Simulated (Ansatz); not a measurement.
One change: `Cl[SiH2][NH][GeH3]` becomes `[SiH3]N[SiH2]Cl`.

Ansatz, PBE0-D4/def2-TZVP geometries, multiplicity 1. Each molecule was computed in one conformer, which needn't be the lowest.

Scalar relativity is left out up to krypton.

| property | `Cl[SiH2][NH][GeH3]` |
| --- | --- |
| HOMO–LUMO gap (PBE0/def2-TZVPP) / eV | 7.79 |
| LUMO energy (PBE0/def2-TZVPP) / eV | -0.02 |
| HOMO–LUMO gap (B3LYP/def2-TZVPP) / eV | 7.31 |
| HOMO energy (ωB97M-V/def2-TZVPP) / eV | -10.09 |
| zero-point energy (PBE0-D4/def2-TZVP) / kJ/mol | 154.5 |
| ideal-gas entropy at 298 K and 1 bar (rigid rotor, harmonic PBE0-D4/def2-TZVP) / J/(mol·K) | 368 |

(1) Give the same properties after the change, and the shifts. (An estimate is asked.)

Results:

(1) Computed: 
```csv
property,`[SiH3]N[SiH2]Cl`,shift
HOMO–LUMO gap (PBE0/def2-TZVPP) / eV,7.93,0.14
LUMO energy (PBE0/def2-TZVPP) / eV,-0.10,-0.08
HOMO–LUMO gap (B3LYP/def2-TZVPP) / eV,7.47,0.16
HOMO energy (ωB97M-V/def2-TZVPP) / eV,-10.31,-0.22
zero-point energy (PBE0-D4/def2-TZVP) / kJ/mol,159.4,4.9
"ideal-gas entropy at 298 K and 1 bar (rigid rotor, harmonic PBE0-D4/def2-TZVP) / J/(mol·K)",354,-14
```

With PBE0 the HOMO falls by 0.22 eV and the LUMO falls by 0.08 eV, so the gap widens by about 0.14 eV. PBE moves the HOMO by -0.22 eV and ωB97M-V by -0.22 eV. Modes under 60 cm⁻¹, often nearly free rotors, make the harmonic entropy too high.

B3LYP here is the variant with VWN-RPA as its local correlation; programs differ in this.
